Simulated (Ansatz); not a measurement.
System: GaBr2, charge 0, doublet. GaBr2 (SMILES [Br][Ga][Br], doublet).
B3LYP-D3(BJ)/def2-TZVP minimum from Ansatz (a program for electronic structure):
```
Ga
Br 1 2.3445
Br 1 2.3445 2 120.26
```
Charge 0, spin multiplicity 2.

Total energies in hartree (Ansatz). UHF or UKS for unpaired electrons; spin-orbit terms are left out. Cores are frozen in correlated methods (noble-gas shells, and filled d and f shells in the p block). No relativity. Where a partner has so few electrons that a lower coupled-cluster level is exact, that level stands in. Spin-orbit terms, left out, reach several kcal/mol for Br and I, and more for heavier atoms. The spin of Br2Ga ([Br][Ga][Br], doublet) was assumed, and the state is the lowest solution found for it.

```csv
species,HF/cc-pVTZ,CCSD(T)/cc-pVTZ,HF/cc-pVQZ,CCSD(T)/cc-pVQZ,CCSDT(Q)/cc-pVTZ
"1: GaBr2 (SMILES [Br][Ga][Br], doublet)",-7068.32101,-7068.73366,-7068.32958,-7068.78404,-7068.73567
2: Ga (doublet),-1923.26189,-1923.30928,-1923.26422,-1923.31345,-1923.30958
3: Br (doublet),-2572.44509,-2572.60263,-2572.44802,-2572.62195,-2572.60328
```

**Question.** Work out the atomisation energy (electronic, to ground-state atoms) in kJ/mol: take Hartree-Fock from cc-pVQZ, extrapolate the CCSD(T) correlation energy as X^-3 (X = 3, 4), and add CCSDT(Q) - CCSD(T) in cc-pVTZ. 1 hartree = 2625.5 kJ/mol.

**Answer.** 
Species 1: correlation (64·(-0.45446) - 27·(-0.41265))/37 = -0.48497; step -0.00201; E1 = -7068.32958 + (-0.48497) + (-0.00201) = -7068.81656
Species 2: correlation (64·(-0.04923) - 27·(-0.04739))/37 = -0.05057; step -0.00030; E2 = -1923.26422 + (-0.05057) + (-0.00030) = -1923.31509
Species 3: correlation (64·(-0.17393) - 27·(-0.15754))/37 = -0.18589; step -0.00065; E3 = -2572.44802 + (-0.18589) + (-0.00065) = -2572.63456
-1·E1 +1·E2 +2·E3 = 0.23235 hartree = 610.0 kJ/mol.
